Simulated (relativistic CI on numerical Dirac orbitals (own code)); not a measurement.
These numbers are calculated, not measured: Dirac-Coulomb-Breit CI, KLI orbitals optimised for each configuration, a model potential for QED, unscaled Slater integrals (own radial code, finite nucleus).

The strongest absorption lines from the ground level of an ion, among the configurations computed and to levels below about 1480 eV (vacuum wavelength in nm, gf): 0.85363 (2.3), 0.85382 (1.6), 0.85714 (0.7), 0.87432 (0.43), 0.88714 (0.84), 1.0407 (0.36), 1.0411 (0.44), 3.5953 (0.85).

Which ion is it?
A. Gd³⁵⁺
B. Gd³⁷⁺
C. Ce³¹⁺
D. Yb⁴³⁺

B. Gd³⁷⁺ has 27 electrons and the ground level 3s2.3p6.3d9 2D_5/2; the strongest line goes to 3s2.3p6.3d8.4f 4G°_7/2. The pattern of lines fixes the number of electrons, and along that sequence the line energies rise steadily with the charge (about as its square where n changes within one kind of shell, about linearly where n is kept but much faster in heavy ions where fine structure, which grows about as Z⁴, sets the gap, and irregularly where shells cross), which fixes Z. Configurations outside the model, such as inner-shell arrays, can give stronger lines. At this charge energies of transitions that change n are usually good to better than 1 %, and those within a shell (Δn = 0) to a few per cent.

LS names give the leading component of a level, which can be under half, so a name can repeat, a term be missing and a line seem to break the LS rules.
